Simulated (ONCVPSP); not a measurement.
**Plane-wave convergence, ONCV potential for nickel**

ONCVPSP 4.0.1 input, shortened (lines: element, Z, core and valence counts, functional; n l f; lmax; l rc ep ncon nbas qcut; lloc lpopt rc5 dvloc0; l nproj debl; icmod fcfact rcfact), revPBE, fully relativistic:

```
  Ni 28.00    3    3  -102130      upf
    1    0    2.00
    2    0    2.00
    2    1    6.00
    3    0    2.00
    3    1    6.00
    3    2    8.00
    2
    0    1.20    0.00    5    9    7.60
    1    1.25    0.00    4    7    8.70
    2    0.95    0.00    4    9   14.00
    4    1    0.80    0.00
    0    1    3.50
    1    2    3.30
    2    1    2.20
    3    5.00    1.80
```

Open shells are filled in proportion to 2j + 1.

In the p channel the program set the typed energies aside and used -3.318, 0.250 Ha (j = l + 1/2; the other j can differ).

Question: For each optimised wave give the share of its norm inside rc, the residual kinetic energy above qcut (Ha) and the cutoffs (Ha) for errors of 10, 1, 0.1 and 0.01 mHa per electron.

Answer:

| wave | norm inside rc | residual KE | 10 mHa | 1 mHa | 0.1 mHa | 0.01 mHa |
| --- | --- | --- | --- | --- | --- | --- |
| 3s | 0.936 | 1.7e-03 | 18.6 | 46.0 | 146.2 | 168.1 |
| 3p j=3/2 | 0.915 | 3.2e-04 | 28.5 | 34.8 | 58.6 | 96.6 |
| p projector 2 j=3/2 | 0.031 | 6.1e-05 | 21.4 | 29.8 | 36.6 | 55.9 |
| 3p j=1/2 | 0.921 | 3.8e-04 | 28.8 | 35.1 | 72.2 | 97.8 |
| p projector 2 j=1/2 | 0.032 | 7.3e-05 | 21.8 | 30.2 | 37.1 | 58.1 |
| 3d j=5/2 | 0.585 | 1.3e-04 | 73.7 | 87.0 | 104.2 | 328.9 |
| 3d j=3/2 | 0.589 | 1.4e-04 | 73.8 | 87.1 | 104.7 | 329.6 |

The occupied waves need 87 Ha and 146 Ha for 1 and 0.1 mHa. Its largest configuration-test error is +898 meV.
